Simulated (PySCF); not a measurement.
Computed shifts of a molecule C₂H₃ClF₂Si, PBE/pcSseg-1 in PySCF, GIAO, gas phase, equivalent atoms averaged, in ppm (number of nuclei): ¹⁹F: -166.5 (1), -177.5 (1). ²⁹Si: -17.5 (1). ¹³C: 160.1 (1), 132.2 (1). ¹H: 7.43 (1), 6.32 (1), 6.00 (1). References: ¹⁹F against CFCl3 (σ = 133.6 ppm); ²⁹Si against TMS (σ = 335.4 ppm); ¹³C against TMS (σ = 182.0 ppm); ³⁵Cl against HCl (σ = 936.5 ppm); ¹H against TMS (σ = 31.49 ppm), references at their B3LYP-D3(BJ)/def2-TZVP geometries, non-relativistic (without spin–orbit terms, shifts of atoms bonded to Cl or Br come out too high). Geometry optimised at PBE-D3(BJ)/def2-SVP. One conformer was computed; it need not be the lowest.

Problem. Identify the compound among the candidates.
A. FC(F)=C[SiH2]Cl
B. F/C=C\[Si@H](F)Cl
C. F/C=C(/F)[SiH2]Cl
D. F[SiH](F)/C=C\Cl

Solution. D, F[SiH](F)/C=C\Cl
